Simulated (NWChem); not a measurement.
Species: CH$_{9}$NSi$_{2}$; SMILES [SiH3]C(N)[SiH3]

```xyz
13

N      1.7579     0.0847     0.1692
C      0.4129     0.0127    -0.4160
Si    -0.5080    -1.5958     0.0047
Si    -0.5156     1.6028     0.0365
H      2.3409    -0.6911    -0.1418
H      1.7139     0.0234     1.1854
H      0.5055     0.0607    -1.5176
H      0.3439    -2.7593    -0.4025
H     -0.7065    -1.6754     1.4867
H     -1.8398    -1.7128    -0.6687
H     -0.5533     1.7397     1.5264
H     -1.9226     1.5465    -0.4697
H      0.1714     2.7961    -0.5404
```
Atoms are numbered in this order, from 1.

Computed with NWChem. The geometry was optimised at PBE0/def2-SVP. Not confirmed as a minimum by frequencies. Level: M05-2X/def2-SVP with SMD (1 M gas to 1 M solution), gas-phase geometry. Reactions with the solvent are ignored.

Among these, which solvent gives the highest value of “cavity-dispersion-structure term (kcal/mol)”?
(A) ethanol
(B) dimethyl sulfoxide
(C) toluene
(D) water

D, water. Values: toluene 0.4; ethanol 0.6; dimethyl sulfoxide 2.3; water 4.5
